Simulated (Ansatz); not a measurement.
`NB(Cl)OC=S` + H₂S → `NB(S)Cl` + `OC=S`  (ligand exchange at a B–O bond)

Calculated with Ansatz (gas phase, PBE0-D4/def2-TZVP geometries, no zero-point term in ΔE). CCSD(T)/CBS adds triple-zeta CCSD(T) − MP2 to the extrapolated MP2 energy (def2 sets, frozen cores). This one scheme is used for every species. DFT in def2-TZVPP. B3LYP here is the variant with VWN-RPA as its local correlation; programs differ in this. HSE06 is defined as in plane-wave codes. One conformer a species, not always the lowest.

```
        level  ΔE (eV)
    r2SCAN-D4     0.44
       B97M-V     0.47
      PBE0-D4     0.41
     HSE06-D4     0.41
     BHLYP-D4     0.56
        B3LYP     0.49
 MP2/def2-SVP     0.57
MP2/CBS(def2)     0.44
```

What does CCSD(T)/CBS give? (An estimate is asked.)

Computed: +0.48 eV. The listed levels differ from it by -0.04, -0.01, -0.07, -0.07, 0.08, 0.01, 0.09, -0.04 eV.

Largest T1 diagnostic among the species: 0.018.

In def2-TZVPP, CCSD(T) changes the Hartree–Fock value by −0.11 eV (the triples alone add −0.02 eV) and MP2 by −0.16 eV. From BLYP to BHLYP (50 % exact exchange), in def2-TZVPP and without D4, ΔE moves by +0.11 eV.
